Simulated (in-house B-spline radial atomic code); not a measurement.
# Solving the quasi-particle equation for 4f of Ta VI (Ta5+)

Configuration [Xe] 4f14, start LDA VWN5; correlation leaves out the 11 deepest shells. Computed with an all-electron radial atomic-structure program (B-spline basis): all electrons, scalar-relativistic (spin-free one-electron X2C), finite nucleus, each spin shell either full or empty, empty states to l = 9 with an (l + 1/2)⁻⁴ tail; G0W0 by contour deformation at full frequency.

At the mean-field level ε = -82.681 eV the matrix elements are Σx = -86.84 eV, v_xc = -69.564 eV and Σc(ε) = 2.241 eV, and the slope of the correlation self-energy is dΣc/dω = -0.0525. The quasi-particle energy solves E = ε + Σx − v_xc + Σc(E).

**Question.** What does the linearised equation give?

**Answer.** Z = 1/(1 − dΣc/dω) = 1/1.0525 = 0.9501. The first-order shift is Σx − v_xc + Σc(ε) = -86.84 − (-69.564) + (2.241) = -15.035 eV, so E ≈ ε + Z × shift = -82.681 + 0.9501 × (-15.035) = -96.966 eV.

**Question.** How does that compare with the full solution and with static screening?

**Answer.** Solving the equation at full frequency dependence gives E = -96.860 eV, where Σc = 3.097 eV and the weight is 0.935; the linearised value is off by 106 meV. Leaving Z out would give -97.716 eV. Static COHSEX puts -2.478 eV in place of Σc and gives -102.435 eV, 5.57 eV deeper.
